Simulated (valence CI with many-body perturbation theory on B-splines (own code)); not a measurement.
# Sm LVII: electric-dipole lines

Calculated by configuration interaction combined with many-body perturbation theory (CI+MBPT): four valence electrons over a frozen Dirac-Fock core [He], a basis of 11 s, 11 p, 9 d, 7 f, 5 g, 2 h, 1 i functions for each j, with the one-electron correlation potential Σ1 (screened to all orders), the two-electron term Σ2, the three-electron term Σ3, Breit, model QED; selected single and double excitations, second order for the rest (own B-spline code, finite nucleus).

No measured spectrum was set against this ion. As an estimate, large intervals hold to a few tenths of a per cent, small ones and those within an open d or f shell to about a per cent. Among the levels kept, up to 250 cm⁻¹ of a level comes from second order outside the variational space, and about a tenth of that is noise between levels of different J, which matters for small intervals.

Lines 151 to 200 of 259 in falling wavelength, among levels below 601.38 Ry, chosen from the strongest by gf and those to the six lowest levels. Wavelengths and rates use the calculated energies. Electric multipoles are in the length gauge, E1 and E2 with the static RPA response of the core. Weak lines are less certain than strong ones. Lines between different terms over intervals too small for the method are left out, as are lines whose strength nearly cancels. The highest levels of a list are the least certain.

Levels are named by their leading jj configuration (3d3/2^4 stands for four electrons in 3d with j = 3/2), which in mixed levels can hold well under half, so a name can repeat and another be missing. Letters in brackets count levels of one name in rising energy.

```csv
λ vac (nm),Upper,Lower,A (s⁻¹),S (a.u.) with core polarisation,S without
0.1862,(2s 2p1/2^2 3d5/2) J=2,(2s 2p1/2^2 2p3/2) J=2,4.16e+13,6.63e-04,6.64e-04
0.1862,(2s^2 2p3/2 3d5/2) J=2,(2s^2 2p3/2^2) J=2,5.65e+14,9.00e-03,9.00e-03
0.1861,(2s 2p1/2 2p3/2 3d3/2) J=2 [c],(2s 2p1/2 2p3/2^2) J=2 [a],5.58e+13,8.87e-04,8.88e-04
0.1860,(2s^2 2p1/2 3d5/2) J=2,(2s^2 2p1/2 2p3/2) J=1,6.63e+14,1.05e-02,1.05e-02
0.1858,(2s^2 2p3/2 3d5/2) J=3,(2s^2 2p3/2^2) J=2,1.08e+15,2.38e-02,2.38e-02
0.1857,(2s 2p1/2 2p3/2 3d5/2) J=3 [b],(2s 2p1/2 2p3/2^2) J=2 [a],1.06e+14,2.34e-03,2.34e-03
0.1856,(2s 2p1/2 2p3/2 3p3/2) J=3 [a],(2s^2 2p3/2^2) J=2,1.61e+14,3.56e-03,3.56e-03
0.1855,(2s^2 2p3/2 3d5/2) J=1,(2s^2 2p3/2^2) J=2,5.15e+13,4.87e-04,4.87e-04
0.1854,(2s 2p1/2 2p3/2 3d5/2) J=2 [b],(2s 2p1/2 2p3/2^2) J=2 [a],5.35e+13,8.40e-04,8.41e-04
0.1854,(2s 2p1/2 2p3/2 3p3/2) J=1 [a],(2s^2 2p3/2^2) J=2,9.75e+12,9.19e-05,9.20e-05
0.1851,(2s 2p1/2 2p3/2 3p3/2) J=2 [a],(2s^2 2p3/2^2) J=2,3.55e+12,5.55e-05,5.55e-05
0.1846,(2s 2p1/2 2p3/2 3p3/2) J=2 [b],(2s^2 2p3/2^2) J=2,2.93e+12,4.55e-05,4.55e-05
0.1844,(2s 2p1/2 2p3/2 3d5/2) J=3 [c],(2s 2p1/2 2p3/2^2) J=2 [a],1.70e+14,3.68e-03,3.68e-03
0.1840,(2s 2p1/2 2p3/2 3p3/2) J=3 [b],(2s^2 2p3/2^2) J=2,7.55e+12,1.62e-04,1.63e-04
0.1835,(2s 2p1/2^2 3p3/2) J=2,(2s^2 2p1/2 2p3/2) J=1,1.20e+13,1.82e-04,1.82e-04
0.1828,(2s 2p1/2 2p3/2 3p3/2) J=3 [c],(2s^2 2p3/2^2) J=2,5.98e+12,1.26e-04,1.26e-04
0.1824,(2s 2p1/2 2p3/2 3p3/2) J=2 [d],(2s^2 2p3/2^2) J=2,1.57e+12,2.35e-05,2.35e-05
0.1814,(2s 2p1/2 2p3/2 3s) J=2 [b],(2s 2p1/2^2 2p3/2) J=1,3.87e+12,5.70e-05,5.69e-05
0.1810,(2s 2p1/2 2p3/2 3s) J=2 [a],(2s 2p1/2^2 2p3/2) J=2,1.84e+13,2.69e-04,2.68e-04
0.1804,(2s 2p1/2 2p3/2 3s) J=1 [a],(2s 2p1/2^2 2p3/2) J=2,1.84e+13,1.60e-04,1.60e-04
0.1804,(2s 2p1/2 2p3/2 3s) J=1 [b],(2s 2p1/2^2 2p3/2) J=1,1.67e+13,1.45e-04,1.45e-04
0.1803,(2s 2p1/2 2p3/2 3s) J=0,(2s 2p1/2^2 2p3/2) J=1,2.43e+13,7.03e-05,7.01e-05
0.1801,(2s 2p1/2 2p3/2 3s) J=3,(2s 2p1/2^2 2p3/2) J=2,2.30e+13,4.65e-04,4.64e-04
0.1801,(2s 2p1/2 2p3/2 3s) J=2 [c],(2s 2p1/2^2 2p3/2) J=1,1.41e+13,2.03e-04,2.02e-04
0.1797,(2s^2 2p3/2 3p3/2) J=1,(2s 2p1/2^2 2p3/2) J=1,1.56e+13,1.34e-04,1.34e-04
0.1796,(2s^2 2p1/2 3s) J=1,(2s^2 2p1/2^2) J=0,2.67e+13,2.29e-04,2.28e-04
0.1796,(2s 2p1/2 2p3/2 3s) J=2 [b],(2s 2p1/2^2 2p3/2) J=2,8.81e+12,1.26e-04,1.25e-04
0.1793,(2s^2 2p3/2 3s) J=2,(2s^2 2p1/2 2p3/2) J=2,1.60e+13,2.28e-04,2.27e-04
0.1791,(2s^2 2p3/2 3p3/2) J=2,(2s 2p1/2^2 2p3/2) J=1,5.42e+12,7.69e-05,7.67e-05
0.1791,(2s^2 2p3/2 3s) J=1,(2s^2 2p1/2 2p3/2) J=2,2.47e+13,2.10e-04,2.09e-04
0.1788,(2s^2 2p3/2 3s) J=2,(2s^2 2p1/2 2p3/2) J=1,1.04e+13,1.47e-04,1.47e-04
0.1786,(2s^2 2p3/2 3s) J=1,(2s^2 2p1/2 2p3/2) J=1,6.51e+12,5.49e-05,5.47e-05
0.1786,(2s^2 2p3/2 3p3/2) J=0,(2s 2p1/2^2 2p3/2) J=1,6.63e+12,1.86e-05,1.86e-05
0.1780,(2s^2 2p3/2 3p3/2) J=3,(2s 2p1/2^2 2p3/2) J=2,4.37e+12,8.52e-05,8.50e-05
0.1773,(2s^2 2p3/2 3p3/2) J=2,(2s 2p1/2^2 2p3/2) J=2,2.46e+12,3.38e-05,3.38e-05
0.1738,(2s 2p1/2 2p3/2 3p1/2) J=1 [a],(2s^2 2p1/2 2p3/2) J=2,1.82e+13,1.42e-04,1.42e-04
0.1734,(2s 2p1/2 2p3/2 3p1/2) J=1 [a],(2s^2 2p1/2 2p3/2) J=1,6.30e+13,4.86e-04,4.86e-04
0.1734,(2s 2p1/2 2p3/2 3d3/2) J=2 [b],(2s 2p1/2^2 2p3/2) J=1,9.00e+13,1.16e-03,1.16e-03
0.1734,(2s 2p1/2 2p3/2 3d3/2) J=1 [b],(2s 2p1/2^2 2p3/2) J=1,6.05e+13,4.66e-04,4.66e-04
0.1732,(2s 2p1/2 2p3/2 3p1/2) J=2 [a],(2s^2 2p1/2 2p3/2) J=1,1.61e+14,2.06e-03,2.06e-03
0.1729,(2s 2p1/2 2p3/2 3p1/2) J=3,(2s^2 2p1/2 2p3/2) J=2,2.54e+14,4.53e-03,4.53e-03
0.1729,(2s 2p1/2 2p3/2 3d5/2) J=2 [a],(2s 2p1/2^2 2p3/2) J=1,2.17e+13,2.77e-04,2.77e-04
0.1728,(2p1/2^2 2p3/2 3p1/2) J=2,(2s 2p1/2^2 2p3/2) J=1,2.14e+14,2.73e-03,2.73e-03
0.1727,(2s 2p1/2 2p3/2 3d3/2) J=2 [a],(2s 2p1/2^2 2p3/2) J=2,1.71e+14,2.18e-03,2.18e-03
0.1727,(2s 2p1/2 2p3/2 3d3/2) J=1 [a],(2s 2p1/2^2 2p3/2) J=2,6.71e+13,5.12e-04,5.12e-04
0.1727,(2p1/2^2 2p3/2 3p1/2) J=1,(2s 2p1/2^2 2p3/2) J=1,8.61e+13,6.56e-04,6.56e-04
0.1726,(2s 2p1/2^2 3p1/2) J=1,(2s^2 2p1/2^2) J=0,3.23e+14,2.46e-03,2.46e-03
0.1725,(2s 2p1/2 2p3/2 3d5/2) J=1 [a],(2s 2p1/2^2 2p3/2) J=1,4.67e+13,3.55e-04,3.56e-04
0.1725,(2s 2p1/2 2p3/2 3d3/2) J=3 [a],(2s 2p1/2^2 2p3/2) J=2,2.00e+14,3.54e-03,3.55e-03
0.1723,(2s 2p1/2 2p3/2 3d3/2) J=2 [c],(2s 2p1/2^2 2p3/2) J=1,4.01e+12,5.06e-05,5.06e-05
```
